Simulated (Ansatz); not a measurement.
Total energies of `[F][Al]([SH])[O][SiH3]`.

```xyz
9

F    -1.958   -0.192   -2.153
Al   -0.446   -0.237   -1.519
S     1.185   -0.675   -2.865
O    -0.200    0.048    0.104
Si   -0.176    0.342    1.705
H     2.087   -0.584   -1.871
H    -0.425    1.785    1.956
H    -1.222   -0.462    2.388
H     1.155   -0.024    2.256
```

Charge 0, multiplicity 1. All single points use the PBE0-D4/def2-TZVP geometry. It is one conformer, not always the lowest. Basis def2-TZVPP, Ansatz 0.2.0.

RPA on PBE orbitals: Hartree–Fock energy of these orbitals -1105.30193 Eh, correlation -1.39523 Eh (frozen core).

```csv
functional,energy without D4 (Eh),D4 term (kJ/mol)
LDA (SPW92),-1103.14020,–
revPBE,-1107.66365,-51.9
BLYP,-1107.89950,-41.8
B97M-V,-1107.63187,–
r2SCANh,-1107.75267,-5.3
r2SCAN0,-1107.73133,-5.9
HSE06 (plane-wave form),-1107.33859,-16.0
CAM-B3LYP,-1107.90623,-17.5
B2PLYP,-1107.46604,–
PBE-QIDH,-1107.09491,–
```

(1) Give the same for PBE, r2SCAN, PBE0, B3LYP, BHLYP, LC-ωPBE, ωB97X-V, ωB97M-V. (Best estimate.)

B3LYP takes the VWN-RPA correlation (the form of Gaussian; ORCA's B3LYP/G). HSE06 is the plane-wave form, built on full-range PBE exchange. The double hybrids freeze the cores in their second-order part.

## Answers

(1) Ansatz gave: 
```tsv
functional	energy without D4 (Eh)	D4 term (kJ/mol)
PBE	-1107.27760	-19.6
r2SCAN	-1107.76772	-4.9
PBE0	-1107.36624	-16.9
B3LYP	-1107.98981	-31.8
BHLYP	-1107.86014	-27.0
LC-ωPBE	-1107.53648	–
ωB97X-V	-1107.71805	–
ωB97M-V	-1107.81738	–
```

LC-ωPBE has ω = 0.4 bohr⁻¹.
